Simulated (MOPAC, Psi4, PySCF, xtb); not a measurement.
Conformational energy of C₆H₉NSi, SMILES Nc1ccccc1[SiH3]. Scanned: dihedral H9–N1–C2–C3; all other coordinates were relaxed at GFN2-xTB.

Atom numbering (GFN2-xTB optimised geometry, Å):
```
17

N     -1.1573     1.7228    -0.4835
C     -0.1158     0.8699    -0.1802
C      1.1877     1.3690    -0.1617
C      2.2605     0.5326     0.0662
C      2.0496    -0.8194     0.2843
C      0.7595    -1.3148     0.2670
C     -0.3434    -0.4984     0.0380
Si    -2.0745    -1.2357     0.0173
H     -2.0776     1.4351    -0.1962
H     -0.9702     2.7064    -0.3711
H      1.3477     2.4255    -0.3312
H      3.2627     0.9363     0.0779
H      2.8848    -1.4792     0.4668
H      0.5976    -2.3700     0.4385
H     -2.9047    -0.5960     1.0528
H     -1.9872    -2.6679     0.2974
H     -2.7193    -1.0163    -1.2822
```

- PM7, restricted, heats of formation // GFN2-xTB (MOPAC)
- RMP2/3-21G = restricted MP2 (frozen core)/3-21G // GFN2-xTB run with PySCF
- B3LYP/def2-SVP // GFN2-xTB (Psi4)
- RMP2/6-31G* = restricted MP2 (frozen core)/6-31G*, spherical d // GFN2-xTB run with PySCF
- GFN1-xTB // GFN2-xTB (xtb)
- PBE-D3(BJ)/def2-SVP // GFN2-xTB (Psi4)

Energies in kJ/mol, each method relative to its own lowest point.

```tsv
φ / °	PM7	RMP2/3-21G	B3LYP/def2-SVP	RMP2/6-31G*	GFN1-xTB	PBE-D3(BJ)/def2-SVP
-150	0.3	0.2	0.0	0.0	0.0	0.0
-120	2.4	0.0	5.1	0.7	4.0	6.4
-90	4.4	1.6	14.3	5.3	5.8	17.4
-60	12.5	10.7	10.2	7.3	8.2	10.1
-30	2.4	3.0	1.4	1.8	0.4	1.1
0	0.0	2.1	2.1	8.4	2.5	1.7
30	2.4	3.0	1.4	1.8	0.4	1.1
60	12.5	10.8	10.2	7.3	8.1	10.1
90	4.4	1.6	14.3	5.3	5.8	17.4
120	2.4	0.0	5.1	0.7	4.0	6.4
150	0.3	0.3	0.1	0.1	0.0	0.1
180	0.0	2.1	2.1	8.4	2.5	1.7
```

Root-mean-square difference from the PBE-D3(BJ)/def2-SVP profile, itself a level with limits, after the best constant shift (kJ/mol): PM7 5.1, RMP2/3-21G 6.2, B3LYP/def2-SVP 1.2, RMP2/6-31G* 5.8, GFN1-xTB 4.1.
